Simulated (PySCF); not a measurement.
Isomers of CH7ClSi2, mass 109.977 u with the commonest isotopes. Level of theory: PySCF 2.14.0, PBE0-D3(BJ)/def2-SVP geometry optimisation, gas phase. One conformer each, none proved a minimum here; rigid rotors.

Question: Order these by rotational constant C, smallest first.
A. `[SiH3:1][CH2:2][SiH2:3][Cl:4]` with Si1–C2–Si3–Cl4 178°
B. `[SiH3:1][SiH2:2][CH2:3][Cl:4]` with Si1–Si2–C3–Cl4 180°
C. `[SiH3]C([SiH3])Cl`
D. `[CH3:1][SiH2:2][SiH2:3][Cl:4]` with C1–Si2–Si3–Cl4 -178°

Answer: B (1042 MHz), A (1098 MHz), D (1202 MHz), C (1575 MHz).

Question: Order these by radius of gyration √(Σ m r²/M), largest first.
A. `[CH3:1][SiH2:2][SiH2:3][Cl:4]` with C1–Si2–Si3–Cl4 -178°
B. `[SiH3]C([SiH3])Cl`
C. `[SiH3:1][SiH2:2][CH2:3][Cl:4]` with Si1–Si2–C3–Cl4 180°
D. `[SiH3:1][CH2:2][SiH2:3][Cl:4]` with Si1–C2–Si3–Cl4 178°

Answer: C (2.117 Å), D (2.062 Å), A (1.972 Å), B (1.740 Å).

Question: Order these by rotational constant B, largest first.
A. `[SiH3:1][CH2:2][SiH2:3][Cl:4]` with Si1–C2–Si3–Cl4 178°
B. `[SiH3:1][SiH2:2][CH2:3][Cl:4]` with Si1–Si2–C3–Cl4 180°
C. `[SiH3]C([SiH3])Cl`
D. `[CH3:1][SiH2:2][SiH2:3][Cl:4]` with C1–Si2–Si3–Cl4 -178°

Answer: C (2772 MHz), D (1329 MHz), A (1154 MHz), B (1097 MHz).

```
           SMILES  point group  Ia (u·Å²)  Ib (u·Å²)  Ic (u·Å²)      κ  μa (D)  μb (D)  μc (D)
[SiH3]C([SiH3])Cl           Cs     162.65     182.29     320.85   0.56    0.01    1.07    0.76
  [SiH3][SiH2]CCl           Cs      39.61     460.70     485.20  -0.99    1.26    0.81    0.00
  C[SiH2][SiH2]Cl            –      55.15     380.27     420.36  -0.97    2.27    0.86    0.00
  [SiH3]C[SiH2]Cl      near Cs      37.30     438.03     460.20  -0.99    1.33    0.30    0.04
```
